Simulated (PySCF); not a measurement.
GeH6Si.
SMILES with atom numbers: `[SiH3:1][GeH3:2]` (hydrogens: H3, H4, H5 on Si1; H6, H7, H8 on Ge2)

Theory: PBE0-D3(BJ)/def2-SVP geometry optimisation, gas phase in PySCF.

**Question.** List the bond lengths and angles at this level.

**Answer.** 
```json
{"bond": "Si1–Ge2", "length (Å)": "2.383", "order": "single"}
{"bond": "Si1–H3, Si1–H4, Si1–H5", "length (Å)": "1.495", "order": "single"}
{"bond": "Ge2–H6, Ge2–H7, Ge2–H8", "length (Å)": "1.540", "order": "single"}
```

Bonds in one row agree within 0.01 Å and their mean is given. Orders are formal, as drawn. A selection of angles:
```json
{"angle": "Ge2–Si1–H3", "degrees": "110.0"}
{"angle": "H3–Si1–H4", "degrees": "108.8"}
{"angle": "Si1–Ge2–H6", "degrees": "110.4"}
{"angle": "Si1–Ge2–H7", "degrees": "110.5"}
{"angle": "H6–Ge2–H7", "degrees": "108.5"}
```

Ge2 (germanium bonded to Si and 3 H) is tetrahedral (angles from 108.4° to 110.5°). Si1 (SiH3 silicon) is tetrahedral (angles from 108.8° to 110.2°).

Point group: C3 (every atom within 0.08 Å of its image). No PBE0-D3(BJ)/def2-SVP frequencies stand behind this structure, so it isn't proved a minimum.
